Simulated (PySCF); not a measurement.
Job file and geometry (Å, from GFN2-xTB) of an NMR shielding run on SMILES C=C(C)B(C)C, C5H11B, PySCF 2.14.0, density-fitted response routines, GIAO PBE0/pcSseg-1 NMR shielding, non-relativistic, gas phase; density fitting, a coarse starting grid and PySCF grid level 2 are the driver's defaults:

```
$ OMP_NUM_THREADS=1 python probes_run.py task.json out

{"job": {"kind": "nmr", "xc": "PBE0", "basis": "pcSseg-1"}, "charge": 0, "multiplicity": 1}
C     -1.586525    -0.653989    -1.097403
C     -0.893051    -0.006030    -0.158229
C     -1.640577     0.860805     0.821075
B      0.666644    -0.119286    -0.043239
C      1.419412     0.675944     1.093691
C      1.476569    -1.022426    -1.055619
H     -2.661645    -0.578303    -1.179665
H     -1.109157    -1.287632    -1.825450
H     -1.465348     0.516954     1.839233
H     -2.711427     0.845472     0.627905
H     -1.290728     1.889926     0.757171
H      1.230599     1.745796     1.010424
H      1.053930     0.388795     2.079199
H      2.497514     0.534679     1.092467
H      2.549578    -1.019749    -0.879301
H      1.141837    -2.057866    -1.008459
H      1.315378    -0.701059    -2.083709
```

Q: Write the output of this run.

A: 
```
coarse grid: 13336 points
cycle   1  E = -221.5772362630  dE =  3.876e-01  |g| = 5.112e-01  |ddm| = 3.438e+00
cycle   2  E = -221.5678907847  dE =  9.345e-03  |g| = 5.477e-01  |ddm| = 9.621e-01
cycle   3  E = -221.6478330407  dE = -7.994e-02  |g| = 6.802e-02  |ddm| = 5.469e-01
cycle   4  E = -221.6487743969  dE = -9.414e-04  |g| = 3.288e-02  |ddm| = 7.751e-02
cycle   5  E = -221.6490570915  dE = -2.827e-04  |g| = 2.278e-03  |ddm| = 2.639e-02
cycle   6  E = -221.6490582312  dE = -1.140e-06  |g| = 5.119e-04  |ddm| = 2.551e-03
final grid: 126344 points
cycle   7  E = -221.6825888501  dE = -4.292e-05  |g| = 8.794e-03  |ddm| = 3.081e-02
cycle   8  E = -221.6825864700  dE =  2.380e-06  |g| = 9.362e-03  |ddm| = 1.530e-02
cycle   9  E = -221.6826090631  dE = -2.259e-05  |g| = 6.320e-04  |ddm| = 7.942e-03
cycle  10  E = -221.6826091427  dE = -7.962e-08  |g| = 3.070e-04  |ddm| = 7.180e-04
cycle  11  E = -221.6826091675  dE = -2.484e-08  |g| = 2.942e-05  |ddm| = 2.603e-04
cycle  12  E = -221.6826091677  dE = -1.998e-10  |g| = 1.030e-05  |ddm| = 3.653e-05
converged SCF energy = -221.6826091677

GIAO shielding tensors (ppm)
atom      isotropic    diamagn.    paramagn.     s11        s22        s33       span
  0 C       44.215     254.986    -210.771    -67.599     55.018    145.227    212.825
  1 C       28.715     260.916    -232.201    -91.923     -1.302    179.370    271.293
  2 C      159.616     247.644     -88.028    143.577    153.013    182.258     38.681
  3 B       22.428     188.348    -165.920    -48.394     -1.761    117.438    165.832
  4 C      171.980     253.657     -81.677    155.979    176.162    183.799     27.820
  5 C      175.386     253.594     -78.208    160.327    177.623    188.207     27.881
  6 H       25.423      31.526      -6.103     22.405     24.982     28.882      6.477
  7 H       25.463      33.225      -7.763     23.437     23.872     29.079      5.641
  8 H       29.580      30.697      -1.117     25.662     29.039     34.040      8.378
  9 H       29.917      30.491      -0.574     26.192     29.088     34.472      8.280
 10 H       29.581      30.686      -1.105     25.677     29.016     34.050      8.373
 11 H       30.778      31.551      -0.773     26.356     30.266     35.712      9.356
 12 H       30.773      31.549      -0.776     26.350     30.258     35.711      9.361
 13 H       30.503      31.217      -0.714     26.568     29.619     35.321      8.753
 14 H       30.668      31.183      -0.515     26.744     29.913     35.349      8.605
 15 H       30.642      31.565      -0.923     26.315     29.787     35.823      9.508
 16 H       30.633      31.578      -0.946     26.295     29.794     35.809      9.514
```

Size and cost of the density-fitted run: 157 basis functions, 17 s wall time on 1 thread of an Arm Neoverse V2, shared host; peak memory 0.72 GiB.
